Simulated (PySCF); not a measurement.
Species: C4H8OSeSi2.
SMILES with atom numbers: `[SiH3:1][Se:2][SiH2:3][c:4]1[cH:5][cH:6][cH:7][o:8]1` (hydrogens: H9, H10, H11 on Si1; H12, H13 on Si3; H14 on C5; H15 on C6; H16 on C7)

Computed, not measured: PBE0-D3(BJ)/def2-SVP geometry optimisation, gas phase in PySCF 2.14.0.

Q: Give the optimised bond lengths and angles.

A: 
```
                    bond  length (Å)     order
                 Si1–Se2       2.285    single
                 Se2–Si3       2.285    single
                  Si3–C4       1.862    single
                   C4–C5       1.372  aromatic
                   C5–C6       1.426  aromatic
                   C6–C7       1.364  aromatic
                   C7–O8       1.343  aromatic
                   C4–O8       1.363  aromatic
Si1–H9, Si1–H10, Si1–H11       1.492    single
        Si3–H12, Si3–H13       1.494    single
                  C5–H14       1.089    single
                  C6–H15       1.088    single
                  C7–H16       1.087    single
```

Bonds in one row agree within 0.01 Å and their mean is given. Orders are formal, as drawn. A selection of angles:
```
      angle  degrees
Si1–Se2–Si3     95.9
 Se2–Si3–C4    104.5
  Si3–C4–C5    132.9
  Si3–C4–O8    118.1
   C5–C4–O8    108.9
   C4–C5–C6    106.7
   C5–C6–C7    105.7
   C6–C7–O8    110.6
   C4–O8–C7    108.0
```

Dihedral angles: Si1–Se2–Si3–C4 180° (antiperiplanar); Se2–Si3–C4–C5 0° (synperiplanar). The mirror-image conformer, all signs reversed, is as good.

Si3 (SiH2 silicon) is distorted tetrahedral (angles from 104.5° to 111.6°). The C–O distances run from 1.343 Å (C7–O8, aromatic) to 1.363 Å (C4–O8, aromatic), a spread of 0.020 Å. The 8 heavy atoms lie in one plane (0.011 Å rms). Si1 (SiH3 silicon) is distorted tetrahedral (angles from 105.9° to 111.5°). The 3 C–C bonds span 1.364 Å (C6–C7, aromatic) to 1.426 Å (C5–C6, aromatic), a spread of 0.062 Å. Of the pairs four or more bonds apart, Se2···H14 is among the closest relative to their van der Waals radii: 3.16 Å, 102 % of the sum of Bondi's values. O8 (furan-type oxygen) is bent (angle 108.0°).

No PBE0-D3(BJ)/def2-SVP frequencies stand behind this structure, so it isn't proved a minimum. One conformer, not necessarily the lowest.
